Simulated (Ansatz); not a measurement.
CH$_{9}$BGeSi, SMILES `[BH2][GeH2][SiH2]C`, 13 atoms. The species carries charge 0 and has multiplicity 1. Correlated methods include outer-core shells of Ge, which these sets cover unevenly. Scalar relativity is left out up to krypton. All runs use 4 threads of an Intel Xeon 6975P-C on a shared host. Correlated methods freeze the cores.

How many basis functions does each run have, and how long does it take in Ansatz? RKS BLYP-D4/def2-TZVPP energy; direct RPA on PBE orbitals/def2-TZVPP energy; RHF-MP2/def2-QZVPP energy; RKS ωB97M-V/def2-TZVPP energy and forces; RKS PBE0-D4/def2-TZVP relaxation (15 steps); RKS PBE0-D4/def2-SVP energy; RHF-CCSD(T)/def2-SVP energy; RKS ωB97M-V/def2-SVP energy; RKS r2SCANh-D4/def2-TZVPP energy; RKS ωB97M-V/def2-QZVPP energy; RKS PBE0-D4/def2-TZVP frequencies; RKS B97M-V/def2-TZVPP energy. (An estimate is asked.)

Computed: Other jobs shared the machine, so times are rough.

```tsv
level	job	functions	wall time	peak host memory (GiB)
RKS PBE0-D4/def2-SVP	energy	123	0.95 s	0.29
RKS BLYP-D4/def2-TZVPP	energy	278	1.9 s	0.41
RKS ωB97M-V/def2-SVP	energy	123	3.3 s	0.43
RKS r2SCANh-D4/def2-TZVPP	energy	278	3.7 s	0.85
direct RPA on PBE orbitals/def2-TZVPP	energy	278	4.6 s	0.71
RHF-CCSD(T)/def2-SVP	energy	123	4.6 s	0.73
RKS B97M-V/def2-TZVPP	energy	278	7 s	0.5
RKS ωB97M-V/def2-TZVPP	energy and forces	278	10 s	1.2
RKS ωB97M-V/def2-QZVPP	energy	543	17 s	2.9
RHF-MP2/def2-QZVPP	energy	543	22 s	4
RKS PBE0-D4/def2-TZVP	relaxation (15 steps)	201	37 s	0.61
RKS PBE0-D4/def2-TZVP	frequencies	201	2.2 min	0.61
```
